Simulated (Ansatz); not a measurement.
One change: `C[SiH2]O[SiH2]F` becomes `O=CO[SiH2]F`.

Ansatz, PBE0-D4/def2-TZVP geometries, multiplicity 1. Each molecule was computed in one conformer, which needn't be the lowest.

| property | `C[SiH2]O[SiH2]F` |
| --- | --- |
| HOMO energy (PBE0/def2-TZVPP) / eV | -8.76 |
| HOMO energy (PBE/def2-TZVPP) / eV | -7.35 |
| LUMO energy (PBE0/def2-TZVPP) / eV | 0.40 |
| HOMO–LUMO gap (B3LYP/def2-TZVPP) / eV | 8.75 |
| HOMO–LUMO gap (ωB97M-V/def2-TZVPP) / eV | 13.13 |
| size of the dipole moment (B3LYP/def2-TZVPP) / D | 0.86 |

Task: What does the change do to each property? (Estimate.)

Result: The calculation gave: 
```csv
property,`O=CO[SiH2]F`,shift
HOMO energy (PBE0/def2-TZVPP) / eV,-8.79,-0.03
HOMO energy (PBE/def2-TZVPP) / eV,-7.11,0.24
LUMO energy (PBE0/def2-TZVPP) / eV,-0.70,-1.10
HOMO–LUMO gap (B3LYP/def2-TZVPP) / eV,7.55,-1.20
HOMO–LUMO gap (ωB97M-V/def2-TZVPP) / eV,12.73,-0.40
size of the dipole moment (B3LYP/def2-TZVPP) / D,2.29,1.43
```

The zero-point energy changes by -90.8 kJ/mol with -12 modes. Dipoles are sizes alone; their direction can turn.

B3LYP here is the variant with VWN-RPA as its local correlation; programs differ in this.
